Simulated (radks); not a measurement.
Values are calculated unless marked as measured or tabulated.
Spherical jellium clusters: N electrons in a uniform positive sphere of charge N and radius rs N^(1/3), rs = 3.41 bohr. Level of theory: non-relativistic Kohn-Sham, PBE, spin-polarised, spherical densities (a radial shooting solver with Libxc functionals). Levels are named by radial order and angular momentum (1s, 1p, 1d, 2s, ...), and open shells are averaged over m.

N = 13, configuration 1s2 1p6 1d(up 5, down 0). This is the lowest configuration that the search found. Occupied and some empty levels:

level,occupation,eigenvalue (eV),<r> (bohr)
1s up,1,-6.0069,5.321
1s down,1,-5.7349,4.675
1p up,3,-4.7632,6.261
1p down,3,-4.1318,5.937
1d up,5,-3.1750,7.064
1d down,0,-2.3748,6.989
2s up,0,-2.3700,6.491
2s down,0,-2.1100,6.596
1f up,0,-1.3931,8.011
2p up,0,-0.88111,9.488
1f down,0,-0.57436,8.327

Energy (eV): total -22.3445, kinetic 30.997, external -671.34, Hartree 328.33, exchange-correlation -54.458, background 344.13.
